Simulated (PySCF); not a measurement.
Job file and geometry (Å, from GFN2-xTB) of an NMR shielding run on `COCC[SiH](N)N`, C3H12N2OSi, GIAO PBE0/pcSseg-1 NMR shielding, non-relativistic, gas phase in PySCF 2.14.0, density-fitted response routines; density fitting, a coarse starting grid and PySCF grid level 2 are the driver's defaults:

```
$ OMP_NUM_THREADS=1 python probes_run.py task.json out

{"job": {"kind": "nmr", "xc": "PBE0", "basis": "pcSseg-1"}, "charge": 0, "multiplicity": 1}
C      2.411670     1.476431     0.202130
O      1.096158     1.047458    -0.016510
C      0.970838     0.160684    -1.108782
C     -0.466676    -0.311563    -1.177679
Si    -1.039708    -0.884954     0.539446
N     -1.579235     0.543192     1.352763
N     -2.301483    -2.041547     0.291925
H      3.076605     0.629146     0.414750
H      2.389609     2.143717     1.062089
H      2.804192     2.017908    -0.668678
H      1.641376    -0.699581    -0.959442
H      1.281479     0.670273    -2.036346
H     -0.537163    -1.114489    -1.907282
H     -1.092564     0.508234    -1.525235
H     -0.002389    -1.673155     1.221681
H     -0.966557     1.341961     1.293315
H     -1.947967     0.461930     2.287423
H     -3.017615    -1.822074    -0.381468
H     -2.730373    -2.444319     1.108437
```

Task: Write the output of this run.

Result: 
```
coarse grid: 15536 points
cycle   1  E = -595.1217973853  dE =  6.545e-01  |g| = 7.655e-01  |ddm| = 3.701e+00
cycle   2  E = -595.0252815589  dE =  9.652e-02  |g| = 1.042e+00  |ddm| = 1.544e+00
cycle   3  E = -595.2406059998  dE = -2.153e-01  |g| = 9.402e-02  |ddm| = 9.783e-01
cycle   4  E = -595.2418908629  dE = -1.285e-03  |g| = 4.340e-02  |ddm| = 8.666e-02
cycle   5  E = -595.2422477583  dE = -3.569e-04  |g| = 7.473e-03  |ddm| = 3.612e-02
cycle   6  E = -595.2422575133  dE = -9.755e-06  |g| = 2.759e-03  |ddm| = 7.908e-03
final grid: 143208 points
cycle   7  E = -595.2877881849  dE = -2.389e-05  |g| = 1.382e-02  |ddm| = 2.399e-02
cycle   8  E = -595.2877531582  dE =  3.503e-05  |g| = 1.967e-02  |ddm| = 2.208e-02
cycle   9  E = -595.2878240446  dE = -7.089e-05  |g| = 1.269e-03  |ddm| = 1.317e-02
cycle  10  E = -595.2878243873  dE = -3.427e-07  |g| = 1.872e-04  |ddm| = 1.255e-03
cycle  11  E = -595.2878243922  dE = -4.905e-09  |g| = 9.121e-05  |ddm| = 2.091e-04
cycle  12  E = -595.2878243938  dE = -1.627e-09  |g| = 1.958e-05  |ddm| = 7.374e-05
cycle  13  E = -595.2878243939  dE = -7.890e-11  |g| = 4.209e-06  |ddm| = 2.017e-05
converged SCF energy = -595.2878243939

GIAO shielding tensors (ppm)
atom      isotropic    diamagn.    paramagn.     s11        s22        s33       span
  0 C      125.897     242.313    -116.415     94.073     99.012    184.607     90.534
  1 O      301.956     402.633    -100.677    269.895    314.046    321.926     52.031
  2 C      113.033     246.840    -133.807     79.545     96.857    162.697     83.152
  3 C      166.955     255.634     -88.679    150.815    172.543    177.506     26.691
  4 Si     368.256     880.042    -511.786    337.972    370.568    396.228     58.256
  5 N      230.383     320.759     -90.376    198.907    239.341    252.902     53.995
  6 N      240.388     316.154     -75.766    222.810    236.534    261.821     39.011
  7 H       28.412      29.094      -0.682     24.433     26.291     34.511     10.078
  8 H       27.900      29.046      -1.147     23.712     25.503     34.484     10.772
  9 H       28.349      28.038       0.310     24.429     25.728     34.890     10.461
 10 H       28.327      32.569      -4.241     24.498     28.235     32.249      7.750
 11 H       27.878      30.985      -3.107     23.541     27.432     32.661      9.120
 12 H       31.078      32.105      -1.027     26.318     29.668     37.248     10.930
 13 H       30.548      33.384      -2.836     27.227     29.161     35.257      8.031
 14 H       26.836      31.382      -4.545     23.272     25.723     31.514      8.242
 15 H       30.699      34.723      -4.024     22.207     29.192     40.698     18.492
 16 H       31.435      31.239       0.196     24.771     27.075     42.458     17.688
 17 H       31.303      30.614       0.690     24.404     27.835     41.672     17.268
 18 H       31.357      29.195       2.162     24.355     27.135     42.582     18.226
```

Task: Turn these shieldings into chemical shifts. Scale: ¹³C (186.93 ppm), ²⁹Si (349.16 ppm), ¹H (31.72 ppm) against TMS; ¹⁷O (336.08 ppm) vs H2O; NH3 for ¹⁵N (267.73 ppm) (reference shieldings calculated alike).

Result: Averaging equivalent atoms: C 2: 73.9; C 0: 61.0; C 3: 20.0; O 1: 34.1; Si 4: -19.1; N 5/6: 32.3; H 14: 4.88; H 10/11: 3.61; H 7/8/9: 3.50; H 12/13: 0.90; H 15/16/17/18: 0.52 ppm. Experimental scales use liquid or dissolved standards, which lie at an offset from isolated NH3 (liquid NH3: subtract about 20 ppm) and H2O (liquid H2O: subtract about 36 ppm).

Size and cost of the density-fitted run: 186 basis functions, 29 s wall time on 1 thread of an Arm Neoverse V1, shared host; peak memory 0.84 GiB.
